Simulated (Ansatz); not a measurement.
B5N4⁺. The state is a singlet with charge 1. Geometry r2SCAN-D4/def2-SVP, basis def2-TZVP, Ansatz.

```xyz
9

B     0.7755    0.3137    1.1461
B    -1.1362    0.4556    0.4239
B    -1.1307   -1.1247   -0.3311
B     0.8968   -0.9890   -0.6348
B     0.4475    1.1746   -0.6584
N    -0.1038   -1.8169   -0.8479
N    -0.8191    1.4266   -0.6146
N    -0.4027    0.3336    1.6764
N     1.4727    0.2266   -0.1596
```

```tsv
run	HOMO (eV)	LUMO (eV)
A	-12.29	-9.41
B	-15.75	-6.29
C	-13.51	-8.42
D	-12.48	-9.13
E	-14.59	-7.35
F	-15.82	-6.11
```

Another isomer (singlet) lies 4.50 eV lower at PBE0-D4/def2-TZVP; other spin states weren't run for this one.

Q: The runs used BHLYP, PBE, PBE0, r2SCAN, ωB97M-V, ωB97X-V. Estimate which is which.

A: A PBE (0 % exact exchange); B ωB97M-V (range-separated); C PBE0 (25 % exact exchange); D r2SCAN (0 % exact exchange); E BHLYP (50 % exact exchange); F ωB97X-V (range-separated). Exact exchange lowers occupied and raises empty levels; among semilocal functionals meta-GGAs tend to open the gap a little, and such runs are hard to tell apart. The gap grows from 2.88 eV (PBE) to 9.71 eV (ωB97X-V).
